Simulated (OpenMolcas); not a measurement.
Re IV: effect of the level shift or regulariser

- Program: OpenMolcas
- Basis: ANO-RCC-VTZP [8s7p5d3f2g1h]
- Scalar Hamiltonian: DKH2, point nucleus
- Active space: 4 electrons in 5 orbitals (5d)
- State averaging: 2S+1 = 5 even, 5 roots; 2S+1 = 3 even, 45 roots; 2S+1 = 1 even, 50 roots
- Spin-orbit coupling: state interaction with AMFI integrals over the reference wave functions, term energies averaged over their components

Methods on the same reference wave functions:
A. CASSCF
B. MS-CASPT2, IPEA 0.25 Eh, imaginary shift 0.1 Eh (closed shells correlated: 5s 5p)
C. MS-CASPT2, IPEA 0.25 Eh, real shift 0.2 Eh (closed shells correlated: 5s 5p)
D. MS-CASPT2, IPEA 0.25 Eh, sigma2 regulariser 0.3 Eh (closed shells correlated: 5s 5p)

Energies in eV above 5d4 5D0, the measured ground level; measured values from the list in Brasseur, Gamrath and Quinet, At. Data Nucl. Data Tables 157, 101636 (2024).

```json
{"Level": "5d4 5D0 [69 %]", "A": "0.0000", "B": "0.0000", "C": "0.0000", "D": "0.0000", "Measured": "0.0000"}
{"Level": "5d4 5D1", "A": "0.3031", "B": "0.380", "C": "0.377", "D": "0.380", "Measured": "0.3824"}
{"Level": "5d4 5D2", "A": "0.6346", "B": "0.744", "C": "0.740", "D": "0.744", "Measured": "0.7413"}
{"Level": "5d4 5D3", "A": "0.9418", "B": "1.046", "C": "1.042", "D": "1.046", "Measured": "1.0353"}
{"Level": "5d4 5D4", "A": "1.2111", "B": "1.280", "C": "1.276", "D": "1.279", "Measured": "1.2549"}
{"Level": "5d4 3P0(1) [58 %]", "A": "2.2080", "B": "1.924", "C": "1.934", "D": "1.929", "Measured": ""}
{"Level": "5d4 3H4 [58 %]", "A": "2.3836", "B": "2.244", "C": "2.241", "D": "2.243", "Measured": "2.1011"}
{"Level": "5d4 3H5", "A": "2.8752", "B": "2.751", "C": "2.748", "D": "2.751", "Measured": "2.5949"}
{"Level": "5d4 3G3 [59 %]", "A": "2.8822", "B": "2.645", "C": "2.646", "D": "2.646", "Measured": "2.4570"}
{"Level": "5d4 3P1(1)", "A": "2.9534", "B": "2.583", "C": "2.600", "D": "2.592", "Measured": "2.3978"}
{"Level": "5d4 3F2(1) [72 %]", "A": "3.0175", "B": "2.682", "C": "2.690", "D": "2.686", "Measured": "2.4611"}
{"Level": "5d4 3H6", "A": "3.1174", "B": "2.996", "C": "2.992", "D": "2.995", "Measured": "2.8387"}
{"Level": "5d4 3P2(1) [60 %]", "A": "3.6670", "B": "3.244", "C": "3.262", "D": "3.256", "Measured": ""}
{"Level": "5d4 3F3(1) [56 %]", "A": "3.8119", "B": "3.519", "C": "3.522", "D": "3.523", "Measured": "3.2826"}
{"Level": "5d4 3D3 [63 %]", "A": "4.1175", "B": "3.745", "C": "3.748", "D": "3.748", "Measured": "3.5368"}
{"Level": "5d4 3G5", "A": "4.1229", "B": "3.931", "C": "3.929", "D": "3.931", "Measured": "3.7259"}
{"Level": "5d4 1I6", "A": "4.4004", "B": "4.214", "C": "4.211", "D": "4.213", "Measured": "4.0166"}
{"Level": "5d4 3D1", "A": "4.5406", "B": "4.161", "C": "4.164", "D": "4.164", "Measured": "3.9108"}
{"Level": "5d4 1G4(1) [52 %]", "A": "5.0397", "B": "4.744", "C": "4.743", "D": "4.746", "Measured": ""}
{"Level": "5d4 1S0(1)", "A": "5.2224", "B": "4.768", "C": "4.775", "D": "4.773", "Measured": "4.5235"}
{"Level": "5d4 1F3 [70 %]", "A": "5.6926", "B": "5.079", "C": "5.092", "D": "5.085", "Measured": "4.7682"}
{"Level": "5d4 3P2(2)", "A": "6.2793", "B": "5.573", "C": "5.581", "D": "5.577", "Measured": ""}
{"Level": "5d4 3F4(2) [69 %]", "A": "6.4735", "B": "5.887", "C": "5.889", "D": "5.885", "Measured": ""}
{"Level": "5d4 3F2(2) [75 %]", "A": "6.7081", "B": "6.090", "C": "6.093", "D": "6.092", "Measured": ""}
```

Deviations, from unrounded energies. A percentage is the sum of absolute deviations over the sum of measured energies, with the sign that they share, or ± where signs differ.

```json
{"Against measurement": "mean absolute deviation (cm-1)", "Levels": "17", "A": "3200", "B": "1300", "C": "1300", "D": "1300"}
{"Against measurement": "fine structure of the ground term (%)", "Levels": "4", "A": "-9.5", "B": "±1.2", "C": "±1.0", "D": "±1.2"}
{"Against measurement": "other terms of the ground configuration (%)", "Levels": "13", "A": "+15.3", "B": "+6.3", "C": "+6.4", "D": "+6.4"}
```

B, C, D lie about equally close to measurement and A furthest from it. The largest miss of B in the table is 5d4 1F3 [70 %], by +2500 cm-1. The ranking rests on the paired levels alone, and a cruder setting can come out closer through cancelling errors.

Among B to D the level of the table that moves most is 5d4 3P2(1) [60 %], by 140 cm-1 (lowest in B, highest in C). Moves below CASPT2's spread within the term are not significant.

The mean deviations of B to D differ by less than CASPT2's widest spread within a term (1200 cm-1), so their order carries little weight.

From A to B the spin-free energies of the other terms of 5d4 shown, above 5D, scale by factors of 0.76 to 0.89, as is usual when dynamic correlation screens the repulsion within a d or f shell.

The lowest spin-free term lies below A's lowest term by 0.276 hartree in B, 0.275 hartree in C, 0.276 hartree in D.

CASPT2 does not keep the components of a term degenerate, so their means are used; among the terms shown or strongly mixed into the levels shown the widest spread is 1200 cm-1 (5d4 1I, D). The CASPT2 spread within a term exceeds the gap to the next term for 5d4 3D and 5d4 1I, 5d4 1I and 5d4 1G(1), so the order of their levels is uncertain (figures for B; the like holds for C, D). Without dynamic correlation excited terms often stand tens of per cent too high (terms of higher spin than the ground term too low), and those without a measured partner can miss by more than the paired ones (holds for A). Some levels mix across a computed gap that differs much from the measured one, so their mixing is not that of the real levels (holds for A). Computed and measured levels are paired by configuration, term and J; levels that our copy of the source lacks, or whose pairing is in doubt (as where it misses far off the trend of its configuration), stay unpaired and out of the deviations. Only configurations of the active space appear. The table leaves out levels that lie high or whose names do not pair safely across all columns.

A share in square brackets marks a mixed level and gives the weight of the term that names it, the lowest over the columns. A number in round brackets counts repeated terms of one configuration in the order of the reference energies.
